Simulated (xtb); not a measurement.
C$_{4}$F$_{5}$ (SMILES F[C]1C(F)=C(F)C1(F)F), doublet, at a GFN2-xTB geometry; GFN1-xTB run with xtb.

xtb was given this input:
```
$ xtb mol.xyz --gfn 1 --uhf 1 --json

# file mol.xyz
9

F     -0.10508476     2.29887463     0.45842030
C      0.06611296     1.02363900     0.18498420
C      1.14126835     0.20846871    -0.15352017
F      2.41947565     0.44195125    -0.32546097
C      0.36797154    -0.94434736    -0.24337601
F      0.58664635    -2.21091063    -0.52319859
C     -0.89285418    -0.16309237     0.12010420
F     -1.50114293    -0.50648297     1.26906905
F     -1.85489344    -0.10654426    -0.81762460
```

What the program printed (banner, timings and long lists left out):

```
   ID    Z sym.   atoms
    1    9 F      1, 4, 6, 8, 9
    2    6 C      2, 3, 5, 7

           -------------------------------------------------
          |                Calculation Setup                |
           -------------------------------------------------

           -------------------------------------------------
          |                 G F N 1 - x T B                 |
           -------------------------------------------------

          ...................................................
          :                      SETUP                      :
          :.................................................:
          :  # basis functions                  36          :
          :  # atomic orbitals                  36          :
          :  # shells                           18          :
          :  # electrons                        51          :
          :  # halogen bonds                     0          :
          :  max. iterations                   250          :
          :  Hamiltonian                  GFN1-xTB          :
          :  restarted?                      false          :
          :  GBSA solvation                  false          :
          :  PC potential                    false          :
          :  electronic temp.          300.0000000     K    :
          :  accuracy                    1.0000000          :
          :  -> integral cutoff          0.2500000E+02      :
          :  -> integral neglect         0.1000000E-07      :
          :  -> SCF convergence          0.1000000E-05 Eh   :
          :  -> wf. convergence          0.2000000E-04 e    :
          :  Broyden damping             0.4000000          :
          :  net charge                          0          :
          :  unpaired electrons                  1          :
          ...................................................

 iter      E             dE          RMSdq      gap      omega  full diag
   1    -34.1127998 -0.341128E+02  0.850E+00    3.13       0.0  T
   2    -34.1610439 -0.482440E-01  0.515E+00    2.89       1.0  T
   3    -34.1599836  0.106023E-02  0.961E-01    3.06       1.0  T
   4    -34.1620376 -0.205391E-02  0.646E-02    2.96       1.0  T
   5    -34.1620714 -0.338143E-04  0.114E-02    2.97       2.9  T
   6    -34.1620728 -0.143951E-05  0.176E-03    2.97      18.9  T
   7    -34.1620729 -0.418729E-07  0.203E-04    2.97     164.3  T
   8    -34.1620729 -0.888605E-10  0.905E-05    2.97     368.2  T
[...]
         :: total energy             -34.025361652745 Eh    ::
[...]
        34                          0.0673694               1.8332
        35                          0.2239287               6.0934
        36                          0.6514449              17.7267
      -------------------------------------------------------------
                  HL-Gap            0.1089885 Eh            2.9657 eV
             Fermi-level           -0.4041691 Eh          -10.9980 eV

  Mulliken/CM5 charges         n(s)   n(p)   n(d)
     1F    -0.17199 -0.19391   1.816  5.356  0.000
     2C     0.16588  0.18951   1.024  2.810  0.000
     3C     0.23149  0.25424   1.032  2.736  0.000
     4F    -0.18895 -0.21148   1.811  5.378  0.000
     5C     0.16588  0.18951   1.024  2.810  0.000
     6F    -0.17199 -0.19391   1.816  5.356  0.000
     7C     0.44116  0.48000   1.034  2.525  0.000
     8F    -0.23574 -0.25698   1.819  5.417  0.000
     9F    -0.23574 -0.25698   1.819  5.417  0.000

Wiberg/Mayer (AO) data.
largest (>0.10) Wiberg bond orders for each atom

 ---------------------------------------------------------------------------
     #   Z sym  total        # sym  WBO       # sym  WBO       # sym  WBO
 ---------------------------------------------------------------------------
     1   9 F    1.186 --     2 C    1.033
     2   6 C    3.681 --     3 C    1.352     1 F    1.033     7 C    0.929
                             5 C    0.202
     3   6 C    3.888 --     5 C    1.352     2 C    1.352     4 F    0.996
     4   9 F    1.155 --     3 C    0.996
     5   6 C    3.681 --     3 C    1.352     6 F    1.033     7 C    0.929
                             2 C    0.202
     6   9 F    1.186 --     5 C    1.033
     7   6 C    3.827 --     9 F    0.931     8 F    0.931     5 C    0.929
                             2 C    0.929
     8   9 F    1.062 --     7 C    0.931
     9   9 F    1.062 --     7 C    0.931
 ---------------------------------------------------------------------------

Topologies differ in total number of bonds
Writing topology from bond orders to xtbtopo.mol

 dipole moment from electron density (au)
     X       Y       Z
   0.4033   0.0737  -0.0542  total (Debye):    1.051

           -------------------------------------------------
          | TOTAL ENERGY              -34.025361652745 Eh   |
          | GRADIENT NORM               0.008525005136 Eh/α |
          | HOMO-LUMO GAP               2.965727815435 eV   |
           -------------------------------------------------

normal termination of xtb
```
